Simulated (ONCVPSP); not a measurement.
## How hard is this Tm ONCV potential?

```
Element                 : thulium
Generator               : ONCVPSP 4.0.1
Type                    : optimised norm-conserving Vanderbilt (ONCV)
Functional              : PBE
Relativity              : fully relativistic
Frozen core             : [Kr] 4d10
Valence charge          : 23
Reference configuration : 4f13 5s2 5p6 (charge +2)
Partial waves           : 5s: rc 1.85 bohr, ncon 4, nbas 7, qcut 6.9 1/bohr, 2 projectors, debl 2.5 Ha; 5p: rc 1.40 bohr, ncon 4, nbas 8, qcut 5.4 1/bohr, 2 projectors, debl 0.5 Ha; d scattering state at 0.38 Ha: rc 1.55 bohr, ncon 4, nbas 9, qcut 5.8 1/bohr, 3 projectors, debl 3.1 Ha; 4f: rc 1.20 bohr, ncon 3, nbas 8, qcut 11.8 1/bohr, 1 projector
Local potential         : polynomial inside 1.20 bohr (lpopt 5, dvloc0 4 Ha)
Core correction         : Teter function, fcfact 4, rcfact 1.4
```

Open shells are filled in proportion to 2j + 1.

In the p channel the program set the typed energies aside and used -1.463, 0.250 Ha (j = l + 1/2; the other j can differ). In the d channel the program set the typed energies aside and used 0.050, 3.150, 6.250 Ha (j = l + 1/2; the other j can differ).

Question: For each optimised wave give the share of its norm inside rc, the residual kinetic energy above qcut (Ha) and the cutoffs (Ha) for errors of 10, 1, 0.1 and 0.01 mHa per electron.

Answer:

```
               wave  norm inside rc  residual KE  10 mHa  1 mHa  0.1 mHa     0.01 mHa
                 5s           0.922      1.4e-06    12.6   16.4     19.3         22.0
      s projector 2           0.047      2.1e-06     9.9   15.2     18.9         22.1
           5p j=3/2           0.473      7.2e-03    13.3   60.0    101.9        128.9
p projector 2 j=3/2           0.043      1.6e-03     5.5   16.2     55.1        132.1
           5p j=1/2           0.562      7.5e-03    13.1   79.9    104.3        137.0
p projector 2 j=1/2           0.041      1.5e-03     6.0   16.3     47.7        122.1
d projector 1 j=5/2           0.094      1.8e-05     6.7    9.5     11.8         27.3
d projector 2 j=5/2           0.077      1.8e-04     9.8   11.7     71.2        158.8
d projector 3 j=5/2           0.053      4.3e-03    13.7   58.2    182.8        205.5
d projector 1 j=3/2           0.224      1.2e-05     7.6   10.3     12.9         19.6
d projector 2 j=3/2           0.077      1.8e-04    10.1   12.2     71.1        158.7
d projector 3 j=3/2           0.054      3.8e-03    13.8   58.1    183.3        205.8
           4f j=7/2           0.839      1.1e-03    61.5   71.1    256.7  not reached
           4f j=5/2           0.850      1.1e-03    61.6   71.3    258.5  not reached
```

The occupied waves need 80 Ha and 258 Ha for 1 and 0.1 mHa. 3 of 4 tests not solved or not reliable.
